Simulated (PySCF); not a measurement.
## Radial density of P⁺ (phosphorus, charge +1)

LDA, [Ne] 3s2 3p2, high-spin 3P determinant. All numbers are calculated (PySCF 2.14, scalar relativity by spin-free X2C-1e, in aug-cc-pVDZ-DK (5s4p2d, 27 functions)).

```
r (bohr)  4πr²ρ (e/bohr)  4πr²(ρα − ρβ)
 0.00147         0.06792         0.0000
 0.00247          0.1821         0.0000
 0.00416          0.4682         0.0000
 0.00700           1.177         0.0001
  0.0118           2.814         0.0002
  0.0198           6.150         0.0005
  0.0333           11.47         0.0018
  0.0560           16.47         0.0078
  0.0942           15.79         0.0333
   0.159           11.01         0.1100
   0.267           13.64         0.2040
   0.448           14.97         0.1094
   0.754           5.408         0.0440
    1.27           2.272         0.7690
    2.13           1.857         0.9635
    3.59          0.2651         0.1812
    6.04        0.003500         0.0032
```

Densities and radii are taken from the X2C orbitals without a picture-change correction, which distorts them close to the nucleus.
